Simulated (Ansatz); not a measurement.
C3H2F4, SMILES `F/C=C(\F)C(F)F` at its PBE0-D4/def2-TZVP geometry, where that method's forces vanish. Total charge 0; spin multiplicity 1.

```tsv
atom	x (Å)	y (Å)	z (Å)
F1	-2.0704	1.4952	-0.2723
C2	-1.1680	0.5460	-0.4719
C3	-0.1353	0.3862	0.3378
F4	0.0593	1.1598	1.4029
C5	0.9118	-0.6654	0.1813
F6	0.6071	-1.4786	-0.8538
F7	2.1123	-0.0917	-0.0767
H8	-1.3395	-0.0806	-1.3353
H9	1.0228	-1.2709	1.0879
```

**Question.** For each bond, give half the difference of the two atoms' forces along it (eV/Å; positive pushes the atoms apart) under PBE-D4, r2SCAN-D4, B3LYP-D4, ωB97M-V in def2-TZVPP. (Best estimate.)

**Answer.** The calculation gave: 
| bond | length (Å) | PBE-D4 | r2SCAN-D4 | B3LYP-D4 | ωB97M-V |
| --- | --- | --- | --- | --- | --- |
| F1–C2 | 1.325 | 0.47 | 0.29 | 0.40 | 0.39 |
| C2–C3 | 1.322 | 0.28 | 0.08 | -0.14 | -0.31 |
| C2–H8 | 1.081 | -0.11 | -0.17 | -0.20 | -0.15 |
| C3–F4 | 1.331 | 0.48 | 0.29 | 0.38 | 0.34 |
| C3–C5 | 1.492 | -0.42 | -0.24 | -0.12 | 0.05 |
| C5–F6 | 1.351 | 0.58 | 0.31 | 0.36 | 0.23 |
| C5–F7 | 1.355 | 0.62 | 0.35 | 0.35 | 0.17 |
| C5–H9 | 1.096 | 0.02 | -0.13 | -0.23 | -0.25 |

B3LYP here is the variant with VWN-RPA as its local correlation; programs differ in this.

Program: Ansatz 0.2.0.
